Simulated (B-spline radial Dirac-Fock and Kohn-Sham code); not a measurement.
The computed values come from a radial finite-basis atomic code: Dirac-Fock densities.

Q: This computed X-ray form factor belongs to an atom or ion in its tabulated ground configuration. Which?

```
sin θ/λ (Å⁻¹)      f₀
          0.1  28.669
          0.3  21.482
         0.35  19.848
          0.4  18.279
         0.45  16.794
          0.7  11.073
          0.8   9.603
          1.1   7.099
            3   2.277
```

A: Ga, with 31 electrons in [Ar] 3d10 4s2 4p1. f₀ tends to the number of electrons as s goes to zero, which the first rows give only roughly, and the rate of fall reflects the nuclear charge, 31.

Q: This computed X-ray form factor belongs to an atom or ion in its tabulated ground configuration. Which?

| sin θ/λ (Å⁻¹) | f₀ |
| --- | --- |
| 0.15 | 17.885 |
| 0.2 | 17.796 |
| 0.3 | 17.546 |
| 0.8 | 15.136 |
| 1.2 | 12.528 |
| 2 | 8.232 |
| 2.5 | 6.725 |
| 3 | 5.814 |
| 6 | 2.486 |

A: La³⁹⁺, with 18 electrons in [Ne] 3s2 3p6. f₀ tends to the number of electrons as s goes to zero, which the first rows give only roughly, and the rate of fall reflects the nuclear charge, 57.
